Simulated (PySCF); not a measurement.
Computed shifts of a molecule CH11NOSi3, PBE/pcSseg-1 in PySCF, GIAO, gas phase, atoms alike by connectivity averaged where their shifts nearly agree, in ppm (number of nuclei): ¹⁵N: 37.2 (1). ²⁹Si: -32.9 (1), -69.7 (2). ¹³C: 48.5 (1). ¹H: 5.06 (2), 4.38 (6), 4.04 (1), 1.46 (2). References: ¹⁵N against NH3 (σ = 267.0 ppm); ²⁹Si against TMS (σ = 335.4 ppm); ¹⁷O against H2O (σ = 334.3 ppm); ¹³C against TMS (σ = 182.0 ppm); ¹H against TMS (σ = 31.49 ppm), references at their B3LYP-D3(BJ)/def2-TZVP geometries, non-relativistic. Geometry optimised at PBE0-D3(BJ)/def2-SVP. One conformer was computed; it need not be the lowest.

Which structure fits?
(A) N[SiH2]OC([SiH3])[SiH3]
(B) C[Si@@H](O[SiH3])[SiH2]N
(C) CO[SiH2]N[SiH2][SiH3]
(D) C[Si@@H](N)[Si@H](O)[SiH3]

A, N[SiH2]OC([SiH3])[SiH3]
